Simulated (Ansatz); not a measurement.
Gas-phase electronic energies from Ansatz, PBE0-D4/def2-TZVP geometries. CCSD(T)/CBS is the MP2 limit (def2-TZVPP, def2-QZVPP) plus CCSD(T) − MP2 in def2-TZVPP, frozen cores. DFT in def2-TZVPP. B3LYP here is the variant with VWN-RPA as its local correlation; programs differ in this. For Se outer-core shells are correlated without core-valence functions, which leaves a few kJ/mol of doubt a bond. Scalar relativity is left out up to krypton. Each species was taken in one conformer, which may not be the lowest.

Reaction (redistribution): `F[SiH]([SeH])O[SiH3]` + `N=C=C(F)[SiH3]` → `N=C=C([SiH3])[SeH]` + `F[SiH](F)O[SiH3]`

`F[SiH]([SeH])O[SiH3]`:

```xyz
10

F    -0.461   -2.314    1.108
Si    0.159   -0.853    1.193
Se   -1.372    0.603    2.007
O     0.648   -0.466   -0.297
Si    0.532    0.658   -1.493
H     1.296   -0.882    2.129
H    -2.308    0.308    0.912
H    -0.896    0.951   -1.776
H     1.179    0.089   -2.699
H     1.223    1.905   -1.084
```

`N=C=C(F)[SiH3]`:

```xyz
9

N     1.982    1.316   -0.602
C     1.127    0.754    0.059
C     0.096    0.242    0.695
F     0.022    0.385    2.047
Si   -1.255   -0.689   -0.177
H     2.833    0.784   -0.780
H    -2.564   -0.024    0.046
H    -1.335   -2.084    0.330
H    -0.905   -0.683   -1.618
```

`N=C=C([SiH3])[SeH]`:

Cartesian coordinates in Å:
```
N -0.128 -1.534 -2.064
C -0.103 -0.978 -0.987
C -0.215 -0.348 0.154
Si -0.153 1.494 0.311
Se -0.559 -1.422 1.710
H 0.747 -1.854 -2.467
H -1.440 2.002 0.850
H 0.113 2.093 -1.024
H 0.935 1.873 1.251
H 0.803 -1.327 2.265
```

`F[SiH](F)O[SiH3]`:

Z-matrix (Å, degrees):
```
Si
F 1 1.582
O 1 1.599 2 110.0
F 1 1.582 2 106.6 3 119.3
H 1 1.464 2 109.5 3 -122.4
Si 3 1.645 1 153.2 2 58.6
H 6 1.483 3 109.5 1 60.1
H 6 1.483 3 109.5 1 -60.5
H 6 1.481 3 107.6 1 179.8
```

| species | B3LYP energy (Eh) |
| --- | --- |
| `F[SiH]([SeH])O[SiH3]` | -3158.97864 |
| `N=C=C(F)[SiH3]` | -522.76411 |
| `N=C=C([SiH3])[SeH]` | -2825.09039 |
| `F[SiH](F)O[SiH3]` | -856.72372 |

Problem. Work out ΔE.

Solution. ΔE = (-2825.09039) + (-856.72372) − (-3158.97864) − (-522.76411) = -0.07136 Eh = -187.4 kJ/mol. CCSD(T)/CBS gives -197.0 kJ/mol.

Largest T1 diagnostic among the species: 0.015.

At CCSD(T), def2-SVP lies +18.3 kJ/mol from the extrapolated value and def2-TZVPP −3.3 kJ/mol. From BLYP to BHLYP (50 % exact exchange), in def2-TZVPP and without D4, ΔE moves by −18.1 kJ/mol. Leaving LDA and LC-ωPBE aside and taking each functional with its dispersion term where it has one, the values, not all of them listed here, spread over 27.9 kJ/mol, from PBE-QIDH to PBE-D4.
